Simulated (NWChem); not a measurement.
System: C₅H₁₀O; SMILES OC1CCCC1

NWChem input:

```
start job
memory heap 200 mb stack 900 mb global 1100 mb
geometry units angstroms
  O      0.024309    -1.769004    -0.698748
  C     -0.083367    -0.899930     0.406145
  C     -1.257547     0.093457     0.266454
  C     -0.640615     1.441741    -0.172742
  C      0.843223     1.145328    -0.429538
  C      1.144062     0.005654     0.541201
  H      0.145778    -1.231836    -1.489214
  H     -0.207261    -1.561998     1.276385
  H     -1.801177     0.196769     1.217918
  H     -1.977630    -0.311019    -0.461098
  H     -0.730518     2.181404     0.638813
  H     -1.142885     1.880186    -1.048221
  H      1.491406     2.024206    -0.294961
  H      0.998542     0.806122    -1.470178
  H      2.075928    -0.541694     0.335010
  H      1.203638     0.400713     1.570141
end
basis spherical
  * library 3-21g
end
dft
  xc hfexch
  iterations 150
end
driver
  maxiter 120
end
task dft optimize
task dft freq
```

The level has its own optimisation; frequencies are unscaled. Brackets give each atom's bonded neighbours.

Q: Give the results of this calculation. (Hartree-Fock/3-21G.) Quantities: r C–O (Å); r H–O (Å); r C–C [C(CCHH)–C(CCHO)] (Å); r C–H [C(CCHO)–H(C)] (Å); highest harmonic frequency (cm⁻¹); lowest (cm⁻¹); zero-point energy (kcal/mol); dipole (D).

A: 
```yaml
r C–O (Å): 1.444
r H–O (Å): 0.966
r C–C [C(CCHH)–C(CCHO)] (Å): 1.536
r C–H [C(CCHO)–H(C)] (Å): 1.078
highest harmonic frequency (cm⁻¹): 3876
lowest (cm⁻¹): 27
zero-point energy (kcal/mol): 97.3
dipole (D): 2.12
```
